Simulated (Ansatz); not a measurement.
C₂H₆BGaO, SMILES `[BH]1CO[CH2][GaH]1`, one more setting.

```yaml
crystal:
  periodic: [false, false, false]
  atoms:
    - {symbol: B, position_ang: [-1.355009, -0.495339, 0.216422]}
    - {symbol: C, position_ang: [-0.098792, -0.816833, 0.977546]}
    - {symbol: O, position_ang: [1.140979, -0.384432, 0.686883]}
    - {symbol: C, position_ang: [1.274311, 0.452129, -0.485144]}
    - {symbol: Ga, position_ang: [-0.559004, 0.670368, -1.283131]}
    - {symbol: H, position_ang: [-2.387732, -0.951070, 0.595276]}
    - {symbol: H, position_ang: [-0.866317, 0.182248, 1.331264]}
    - {symbol: H, position_ang: [-0.053428, -1.456818, 1.859920]}
    - {symbol: H, position_ang: [1.999743, -0.040674, -1.140118]}
    - {symbol: H, position_ang: [1.735028, 1.388065, -0.152372]}
    - {symbol: H, position_ang: [-0.829768, 1.452346, -2.606555]}
basis:
  gaussian: {orbitals: def2-mTZVP, point_charges: [{charge: -1.00, position_ang: [5.793, -0.983, -0.290]}]}
magnetization: {spin_polarized: true, initial_magnetization: 0}
hamiltonian: {xc: {name: B3LYP}}
scf: {lower_state_search: off}
```

```sh
$ ansatz run in.yaml --threads 4 --pin off --events-out ev --progress --plain --max-ram 10444MiB
```

Shortened log:

```
Functional definition: B3LYP
1284 factors; integrals over basis functions are off by at most 9.5e-4 eV
mean field evaluation 1: about -57265.4834 eV, gradient 4.4e1 eV
mean field evaluation 2: about -57247.5560 eV, gradient 7.4e1 eV
mean field evaluation 4: about -57273.8063 eV, gradient 7.0e0 eV
mean field evaluation 8: about -57273.9999 eV, gradient 6.2e-1 eV
mean field evaluation 16: about -57274.0017 eV, gradient 1.3e-4 eV
mean field -57274.00165188 eV, -2104.7807389939 hartree, gradient 6.4e-6 eV, S^2 0.000000; 0 other end points of the search recorded, 0 dependent functions left out
reference -57274.00193525 eV, -2104.7807494076 hartree; 31, 31 occupied and 104, 104 virtual orbitals, 1284 factors
Total energy: -57274.00193525 eV, -2104.7807494076 hartree
Checks for a lower state left out: stability, starts, cluster_reference, orbital_swaps, neighbouring_geometries, increment
```

Hardware: 4 threads of an INTEL XEON PLATINUM 8581C on a shared host. Wall time 1.4 s, peak host memory 0.35 GiB.
